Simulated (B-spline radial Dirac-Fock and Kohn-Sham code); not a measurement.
**Dipole and non-dipole photoemission parameters of Pr 5p3/2**

System: the Pr atom, [Xe] 4f3 6s2; threshold 23.63 eV (orbital energy of the model). Level of theory: Dirac-Hartree-Slater photoionisation with a Latter tail; cross sections with all multipoles, angular parameters from the dipole term and its interference with E2; a radial atomic solver.

For linearly polarised light dσ/dΩ = σ/(4π) [1 + β P₂(cos θ) + (δ + γ cos²θ) sin θ cos φ], with θ from the polarisation vector and φ the angle between the beam and the projection of the electron momentum on the plane normal to the polarisation.

```
hν (eV)  σ (kb)       β       γ       δ
   52.9     838   1.098   0.292  -0.029
     55       ?       ?       ?       ?
     60     575   0.704   0.317  -0.033
    100     208  -0.174   0.023   0.001
    147     136   0.214  -0.055   0.027
    150     133   0.243  -0.052   0.028
    236    84.0   0.829   0.098   0.027
    335    56.7   1.164   0.202   0.017
    357    52.5   1.214   0.213   0.015
    400    45.6   1.294   0.225   0.012
    419    43.0   1.324   0.228   0.011
    430    41.6   1.340   0.228   0.010
    599    26.7   1.511   0.196   0.003
    603    26.4   1.514   0.195   0.003
    991    12.4   1.667   0.061   0.000
   1060    11.1   1.680   0.042   0.000
   1090    10.6   1.685   0.035   0.000
 2984.4    1.59   1.725   0.096   0.005
   3270    1.31   1.717   0.144   0.006
   3450    1.17   1.711   0.176   0.006
   4000   0.846   1.693   0.278   0.008
   4180   0.767   1.687   0.313   0.009
   4850   0.546   1.663   0.440   0.012
   4920   0.528   1.660   0.453   0.012
   6100   0.317   1.617   0.667   0.018
   8780   0.128   1.526   1.092   0.035
 9251.7   0.112   1.510   1.159   0.038
  10500  0.0799   1.472   1.323   0.048
  13800  0.0379   1.377   1.685   0.075
  15000  0.0300   1.346   1.795   0.085
```

Task: Give the values at 55 eV.

Result: σ = 742 kb, β = 0.977, γ = 0.306, δ = -0.031.

Values without a named source are computed, but for edge energies of neutral atoms, which are taken from tables.
